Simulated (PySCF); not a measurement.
V(SH)3: what the settings change

V(SH)3 holds V(III), d2, at total charge 0. The structure is a PBE0-D3(BJ)/def2-TZVP geometry optimised for multiplicity 3; coordination trigonal planar, point group C1, metal–donor distances 2.23 Å.

```
7

V     0.0000    0.0000    0.0000
S     2.2083   -0.0419    0.3627
H     2.2804    1.3039    0.3341
S    -1.0702    1.9327    0.3628
H    -1.6806    1.9207   -0.8415
S    -1.0300   -1.9465    0.3617
H    -1.5614   -2.0116   -0.8784
```

Method (PySCF 2.14, density fitting): CASSCF(2,5) with orbitals averaged over all microstates of the shell, strongly contracted NEVPT2 on the averaged canonical orbitals; basis x2c-TZVPall on the metal, x2c-SVPall elsewhere; spin-free X2C; gas phase; spin-orbit coupling by state interaction with the mean-field operator over all roots.

Base run: NEVPT2 ground state a 2S+1 = 3 state (84 % 3F), next a 2S+1 = 3 state (88 % 3F) at 2663, then a 2S+1 = 3 state (83 % 3F) at 4653 cm⁻¹, B(CASSCF) 835, ζ 160 cm⁻¹, D -11.06 cm⁻¹, g 1.729 1.893 1.995, μeff(300 K) 2.80 μB.

(1) What happens with the basis x2c-TZVPall on all atoms?

(2) What happens with orbitals averaged over the highest spin alone?

No frequencies were computed for the optimised geometry. NEVPT2 lifts a 2S+1 = 3 state (83 % 3F) from 3526 to 4653 cm⁻¹; on the d shell alone such lifts tend to overshoot. NEVPT2 on the d shell alone tends to put d–d bands too high for such charged or covalently bound ions.

## Answers

(1) NEVPT2 ground state a 2S+1 = 3 state (84 % 3F), next a 2S+1 = 3 state (88 % 3F) at 2651, then a 2S+1 = 3 state (83 % 3F) at 4492 cm⁻¹, B(CASSCF) 835, ζ 160 cm⁻¹, D -11.10 cm⁻¹, g 1.727 1.891 1.994, μeff(300 K) 2.80 μB. It took 11 s against 6 s on a shared host of the same kind.

(2) NEVPT2 ground state a 2S+1 = 3 state (85 % 3F), next a 2S+1 = 3 state (88 % 3F) at 2550, then a 2S+1 = 3 state (84 % 3F) at 4564 cm⁻¹, B(CASSCF) 849, ζ 163 cm⁻¹, D -11.93 cm⁻¹, g 1.710 1.886 1.994, μeff(300 K) 2.79 μB.
